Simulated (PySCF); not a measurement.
# Lu(64+): ionisation energy

Lu(64+) [He] 2s2 2p3 [2p1/2^2 2p3/2^1, M_J = 3/2] → Lu(65+) [He] 2s2 2p2 [2p1/2^2, M_J = 0], as a difference of total energies. All numbers are calculated (PySCF 2.14, the two-component X2C-1e Hamiltonian, in an even-tempered Gaussian basis (17 s from 48 bohr⁻², ratio 2.4; 13 p from 62 bohr⁻², ratio 2.4; 5 d from 210 bohr⁻², ratio 2.6; 4 f from 310 bohr⁻², ratio 2.6)). Correlated levels: nothing frozen; the 30 highest virtual spinors dropped. "Screened" scales the spin-orbit matrix elements by Boettger's factors to mimic the two-electron term; Breit and QED terms are absent.

```tsv
method	ionisation energy (eV)
GHF (spin-free)	15622.8
GMP2 (spin-free)	15622.8
GHF (screened spin-orbit)	15225.0
GMP2 (screened spin-orbit)	15225.1
```

For this ion Breit and QED terms and the two-electron picture change, all absent here, outweigh the correlation shift from GHF to GMP2.

The spin-free rows relax to the high-spin LS determinant and lack the spin-orbit shift.

The labels give the starting determinants; with spin-orbit coupling the two ends relaxed to ⟨J²⟩ = 3.75, ⟨L²⟩ = 2.59, ⟨S²⟩ = 1.46 and ⟨J²⟩ = 0.00, ⟨L²⟩ = 1.33, ⟨S²⟩ = 1.33.

For comparison: 15211 ± 24 eV (theoretical estimate listed by NIST; NIST Atomic Spectra Database, ionization energies).
